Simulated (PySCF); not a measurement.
## How methods differ on the ionisation energy of Yb⁵¹⁺

Yb⁵¹⁺ [Ar] 3d1 (2D) → Yb⁵²⁺ [Ar] (1S), as a difference of total energies. Computed with PySCF 2.14 in an even-tempered Gaussian basis (16 s from 12 bohr⁻², ratio 2.5; 10 p from 15 bohr⁻², ratio 2.5; 7 d from 15 bohr⁻², ratio 2.5; 4 f from 53 bohr⁻², ratio 2.7; 3 g from 80 bohr⁻², ratio 2.7), with no relativity, point nucleus. Correlated levels: outer shells: [Ne] frozen; virtual orbitals above 40 to 60 times the deepest correlated orbital energy dropped. The calculations carry no spin-orbit coupling.

| method | ionisation energy (eV) |
| --- | --- |
| UHF | 4581.9 |
| LDA | 4582.5 |
| r2SCAN | 4584.9 |
| M06-L | 4583.9 |
| M06-2X | 4584.8 |
| MP2 (outer shells) | 4580.9 |
| SCS-MP2 (outer shells) | 4580.9 |

Question: Estimate what PBE0 gives.

Answer: 4583.7 eV, closest to M06-L among the rows shown.

Question: Estimate what PBE gives.

Answer: 4583.8 eV, closest to M06-L among the rows shown.

A first-order spin-orbit estimate (lowest level to lowest level, LS coupling) adds 33.479 eV.

The gap to the reference is mostly relativistic.

First order in ζ underestimates the shift of j = l − 1/2 levels at high Z.

For comparison: 4630 ± 4 eV (theoretical estimate listed by NIST; NIST Atomic Spectra Database, ionization energies).
